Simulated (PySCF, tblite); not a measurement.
Compound: C₆H₁₂OP₂.
SMILES: `C/C=C/[P@@](C)(=O)/C=C/P`

Jobs on this species (21 atoms, 86 electrons) with PySCF (density fitting) and tblite. Hardware of each: an Arm Neoverse V2 with one thread, no GPU (shared host). Other jobs ran on the host; a repeat could differ by tens of per cent or more.

```csv
level and settings,work,basis functions,SCF cycles,wall time
"PBE0-D3(BJ)/def2-SVP, grid level 1",geometry optimisation from a GFN2-xTB start shaken at random,194,?,?
"PBE0/pcSseg-1, IEF-PCM benzene","shieldings, charges and field gradients",227,?,?
"PBE0/pcSseg-1, IEF-PCM chloroform",shieldings,227,?,?
CAM-B3LYP/pcSseg-1,shieldings,227,14,52 s
CAM-B3LYP/def2-SVPD,"10 singlets by full TDDFT, 4 Tamm–Dancoff triplets, polarisability, ΔSCF ions",287,13,8.7 min
PBE0/pcSseg-1,"shieldings, charges and field gradients",227,14,38 s
GFN2-xTB,Hessian by finite differences,–,–,0.82 s
GFN2-xTB,L-BFGS relaxation,–,–,0.83 s
```

Problem. Fill in the missing figures.

Solution. 
- PBE0-D3(BJ)/def2-SVP, grid level 1; geometry optimisation from a GFN2-xTB start shaken at random: 2.1 min, 50 SCF cycles
- PBE0/pcSseg-1, IEF-PCM benzene; shieldings, charges and field gradients: 40 s, 14 SCF cycles
- PBE0/pcSseg-1, IEF-PCM chloroform; shieldings: 37 s, 14 SCF cycles

Problem. What do all jobs in the table cost together?

Solution. About 14 min; the longest takes about 64 % of that, and about 640 times as long as the shortest.
